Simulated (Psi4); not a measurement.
CuF, charge -1, doublet, at a GFN2-xTB geometry (such geometries of metal compounds can be far from the true shape) (the multiplicity is a formal guess) (a gas-phase anion, which may not be bound at this level). Base run: TPSS/6-31G run with Psi4 1.11.

Psi4 was given this input:
```
memory 2 GB

molecule {
-1 2
  Cu   -0.00000000   -0.00000000   -0.36514890
  F     0.00000000    0.00000000    1.17659091
}

set basis 6-31g
set reference uks

energy('tpss')
print_variables()
```

The base run was repeated with changes; each row names its change, and settings that it needs were set with it.

```
change               basis functions       E (Eh)  core-seconds (rough)
-------------------  ---------------  -----------  --------------------
base                              38  -1740.03884                     4
basis = STO-3G                    23  -1720.02460                     6
basis = def2-SV(P)                38  -1740.04207                     4
basis = pcseg-1                   45  -1740.16884                     4
basis = 6-31G**                   54  -1740.05814                     4
basis = def2-SVPD                 57   (withheld)                     4
basis = cc-pVDZ                   57   (withheld)                    10
basis = aug-pcseg-1       (withheld)   (withheld)                     5
basis = def2-TZVP                 76  -1740.43750                     5
basis = pcseg-2                   86  -1740.46908                     6
basis = def2-TZVPP                95  -1740.44563                     6
basis = aug-cc-pVTZ              139  -1740.49678                    20
basis = def2-QZVPP               157  -1740.50183                    10
```

**Question.** What belongs in the gaps?

**Answer.** 
- basis = def2-SVPD, E (Eh): -1740.08701
- basis = cc-pVDZ, E (Eh): -1740.44230
- basis = aug-pcseg-1, basis functions: 70
- basis = aug-pcseg-1, E (Eh): -1740.21785

Totals compare only among sets that treat the same electrons; sets with core potentials leave the core out.

Open shells are given as the SCF converged; they aren't shown to be the lowest states, and a large step between rows can be another state.

A gas-phase anion may not be bound at this level; its values then depend on the basis.
